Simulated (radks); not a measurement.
The numbers below are computed, except where a source is named.
The mean radii <r> (bohr) of the occupied orbitals of an atom or ion are listed with their occupations. Code: a radial shooting solver on a logarithmic mesh with Libxc functionals. Model: scalar-relativistic Kohn-Sham, BLYP, spin-polarised, spherical densities, finite nucleus; Fermi nuclear charge, rms radius of each element as measured or else 0.836 A^(1/3) + 0.57 fm.

| orbital | occ. | <r> |
|---|---|---|
| 1s up | 1 | 0.02151 |
| 1s down | 1 | 0.02151 |
| 2s up | 1 | 0.09150 |
| 2s down | 1 | 0.09150 |
| 2p up | 3 | 0.08088 |
| 2p down | 3 | 0.08088 |
| 3s up | 1 | 0.2395 |
| 3s down | 1 | 0.2393 |
| 3p up | 3 | 0.2382 |
| 3p down | 3 | 0.2380 |
| 3d up | 5 | 0.2166 |
| 3d down | 5 | 0.2164 |
| 4s up | 1 | 0.5417 |
| 4s down | 1 | 0.5417 |
| 4p up | 3 | 0.5739 |
| 4p down | 3 | 0.5740 |
| 4d up | 5 | 0.6242 |
| 4d down | 5 | 0.6242 |
| 5s up | 1 | 1.307 |
| 5s down | 1 | 1.317 |
| 5p up | 3 | 1.526 |
| 5p down | 1 | 1.556 |
| 4f up | 7 | 0.8635 |
| 4f down | 2 | 0.8876 |
| 6s up | 1 | 3.741 |
| 6s down | 1 | 4.007 |
| 5d up | 2 | 2.523 |

Name the element and its charge. Open shells, if any, are filled with parallel spins first.

Answer. Z = 65, terbium, charge 0: Tb in [Kr] 4d10 4f9 5s2 5p4 6s2 5d2. The 1s radius gives Z: for a bare nucleus <r> = (2 gamma + 1)/(2Z) with gamma = sqrt(1 - (Z/c)^2), 0.02124 bohr for Z = 65, and screening makes it slightly larger (0.02151 here). The occupations add up to 65, and the charge is Z minus that.
